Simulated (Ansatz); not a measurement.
Isomers of Be2H2Cl2 (singlet), relaxed with PBE-D4/def2-TZVP; total energies from Ansatz at CCSD(T)/def2-TZVPP.

```json
{"isomer": "A", "description": "(ClBe-mu-H)2 (Be₂H₂Cl₂)", "energy (Eh)": "-950.23509"}
{"isomer": "B", "description": "(HBe-mu-Cl)2 (Be2H2Cl2)", "energy (Eh)": "-950.22625"}
```

Correlated methods freeze 10 core orbitals.

Problem. Work out the relative energies (1 Eh = 2625.5 kJ/mol) and the Boltzmann populations at 800 K from electronic energies alone (R = 8.314 J/mol/K).

Solution. ΔE: A 0.0, B 23.2 kJ/mol. RT = 6.65 kJ/mol. Factors exp(−ΔE/RT): A 1, B 0.0305; sum 1.030. Populations: A 97.0 %, B 3.0 %. Zero-point energy, vibrational entropy and symmetry numbers are left out and can shift these; an error of 4 kJ/mol changes a ratio by a factor of 1.8. Over the other density-functional and correlated levels in def2 sets, the gap between A and B ranges from 17 to 38 kJ/mol.
